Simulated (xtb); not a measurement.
H2Cl2Si, triplet, geometry from GFN2-xTB (a higher spin typed on purpose: for a closed-shell molecule this is an excited state); GFN1-xTB with GBSA(methanol) (xtb 6.7.1).

The xtb input:
```
$ xtb mol.xyz --gfn 1 --uhf 2 --gbsa methanol --json

# file mol.xyz
5

Si    -0.00498940    -0.22294650    -0.21586766
Cl     2.17084122    -0.04892192     0.18430714
Cl    -2.17086610     0.18561930     0.04242559
H      0.01953520     0.85956253     0.82312830
H      0.05073932    -0.06216708    -1.65543747
```

What the program printed (banner, timings and long lists left out):

```
   ID    Z sym.   atoms
    1   14 Si     1
    2   17 Cl     2, 3
    3    1 H      4, 5

           -------------------------------------------------
          |                Calculation Setup                |
           -------------------------------------------------

           -------------------------------------------------
          |                 G F N 1 - x T B                 |
           -------------------------------------------------

      * Solvation model:               GBSA
        Solvent                        methanol
        Parameter file                 internal GFN1-xTB/GBSA
        Dielectric constant                3.3600E+01
        Reference state                gsolv [1 M gas/solution]
        Free energy shift                  2.3782E-03 Eh       1.4924E+00 kcal/mol
        Temperature                        2.9815E+02 K
        Density                            7.9200E-01 kg/L
        Solvent mass                       3.2040E+01 g/mol
        Interaction kernel             Still
        Born radius scaling (c1)           1.6509E+00
        Born radii integrator          GBOBC
        Born offset                        7.8003E-02 a0       1.4740E-01 AA
        H-bond correction              true
        Ion screening                  false
        Surface tension                    1.0000E-05 Eh       1.5569E+01 dyn/cm
        Grid points                               230 per atom

          ...................................................
          :                      SETUP                      :
          :.................................................:
          :  # basis functions                  34          :
          :  # atomic orbitals                  31          :
          :  # shells                           13          :
          :  # electrons                        20          :
          :  # halogen bonds                     0          :
          :  max. iterations                   250          :
          :  Hamiltonian                  GFN1-xTB          :
          :  restarted?                      false          :
          :  GBSA solvation                   true          :
          :  PC potential                    false          :
          :  electronic temp.          300.0000000     K    :
          :  accuracy                    1.0000000          :
          :  -> integral cutoff          0.2500000E+02      :
          :  -> integral neglect         0.1000000E-07      :
          :  -> SCF convergence          0.1000000E-05 Eh   :
          :  -> wf. convergence          0.2000000E-04 e    :
          :  Broyden damping             0.4000000          :
          :  net charge                          0          :
          :  unpaired electrons                  2          :
          ...................................................

 iter      E             dE          RMSdq      gap      omega  full diag
   1    -11.4069292 -0.114069E+02  0.493E+00    3.93       0.0  T
   2    -11.4126668 -0.573757E-02  0.276E+00    4.11       1.0  T
   3    -11.4130130 -0.346158E-03  0.467E-01    4.10       1.0  T
   4    -11.4130217 -0.877247E-05  0.980E-02    4.10       1.0  T
   5    -11.4130316 -0.983465E-05  0.478E-03    4.10       9.4  T
   6    -11.4130317 -0.844943E-07  0.202E-03    4.10      22.1  T
   7    -11.4130317 -0.115070E-07  0.357E-04    4.10     125.3  T
   8    -11.4130317 -0.233301E-09  0.821E-05    4.10     544.7  T
   9    -11.4130317 -0.580869E-12  0.275E-06    4.10   16281.1  T

   *** convergence criteria satisfied after 9 iterations ***

 transition dipole moment (au) for excitation:          10          11
     X       Y       Z
  -0.0047  -0.1818  -0.1576  total (au/Debye):    0.241   0.612
 dE (eV)             :    3.168
 oscillator strength :  0.63530E-02

         :::::::::::::::::::::::::::::::::::::::::::::::::::::
         ::                     SUMMARY                     ::
         :::::::::::::::::::::::::::::::::::::::::::::::::::::
         :: total energy             -11.391520179981 Eh    ::
         :: total w/o Gsasa/hb       -11.389793878889 Eh    ::
         :: gradient norm              0.027025063906 Eh/a0 ::
         :: HOMO-LUMO gap              4.104195965976 eV    ::
         ::.................................................::
         :: SCC energy               -11.413031673218 Eh    ::
         :: -> electrostatic           0.001782122520 Eh    ::
         :: -> Gsolv                  -0.002694912977 Eh    ::
         ::    -> Gelec               -0.000968611886 Eh    ::
         ::    -> Gsasa               -0.003785957526 Eh    ::
         ::    -> Ghb                 -0.000318570351 Eh    ::
         ::    -> Gshift               0.002378226786 Eh    ::
         :: repulsion energy           0.023158391355 Eh    ::
         :: dispersion energy         -0.001646898119 Eh    ::
         :: halogen bond corr.         0.000000000000 Eh    ::
         :: add. restraining           0.000000000000 Eh    ::
         :: total charge               0.000000000000 e     ::
         :::::::::::::::::::::::::::::::::::::::::::::::::::::

           -------------------------------------------------
          |                Property Printout                |
           -------------------------------------------------

    * Orbital Energies and Occupations

         #    Occupation            Energy/Eh            Energy/eV
      -------------------------------------------------------------
         1        2.0000           -0.9095076             -24.7490
         2        2.0000           -0.9039198             -24.5969
         3        2.0000           -0.6058839             -16.4869
         4        2.0000           -0.5021830             -13.6651
         5        2.0000           -0.4991108             -13.5815
         6        2.0000           -0.4829235             -13.1410
         7        2.0000           -0.4813810             -13.0990
         8        2.0000           -0.4787487             -13.0274
         9        2.0000           -0.4547860             -12.3754
        10        1.0000           -0.4233437             -11.5198
        11        1.0000           -0.3069396              -8.3523 (HOMO)
        12                         -0.1561132              -4.2481 (LUMO)
        13                         -0.1450785              -3.9478
        14                         -0.1225094              -3.3336
        15                         -0.0712492              -1.9388
        16                         -0.0601014              -1.6354
        17                         -0.0544154              -1.4807
        18                         -0.0539463              -1.4680
        19                         -0.0398619              -1.0847
        20                         -0.0398603              -1.0847
        21                         -0.0394919              -1.0746
        22                         -0.0353193              -0.9611
       ...                                ...                  ...
        31                          1.3393995              36.4469
      -------------------------------------------------------------
                  HL-Gap            0.1508264 Eh            4.1042 eV
             Fermi-level           -0.3352956 Eh           -9.1239 eV

  Mulliken/CM5 charges         n(s)   n(p)   n(d)
     1Si    0.19082 -0.02939   1.322  1.732  0.755
     2Cl   -0.11237 -0.08847   1.922  5.187  0.004
     3Cl   -0.11241 -0.08850   1.922  5.187  0.004
     4H     0.08127  0.16434   0.919  0.000  0.000
     5H    -0.04731  0.04202   1.047  0.000  0.000

Wiberg/Mayer (AO) data.
largest (>0.10) Wiberg bond orders for each atom

 ---------------------------------------------------------------------------
     #   Z sym  total        # sym  WBO       # sym  WBO       # sym  WBO
 ---------------------------------------------------------------------------
     1  14 Si   3.756 --     2 Cl   1.070     3 Cl   1.070     5 H    0.939
                             4 H    0.677
     2  17 Cl   1.372 --     1 Si   1.070     3 Cl   0.150     4 H    0.120
     3  17 Cl   1.372 --     1 Si   1.070     2 Cl   0.150     4 H    0.120
     4   1 H    0.926 --     1 Si   0.677     2 Cl   0.120     3 Cl   0.120
     5   1 H    1.012 --     1 Si   0.939
 ---------------------------------------------------------------------------

Topologies differ in total number of bonds
Writing topology from bond orders to xtbtopo.mol

 dipole moment from electron density (au)
     X       Y       Z
   0.0151   0.3148   0.0625  total (Debye):    0.817

           -------------------------------------------------
          | TOTAL ENERGY              -11.391520179981 Eh   |
          | GRADIENT NORM               0.027025063906 Eh/α |
          | HOMO-LUMO GAP               4.104195965976 eV   |
           -------------------------------------------------

normal termination of xtb
```
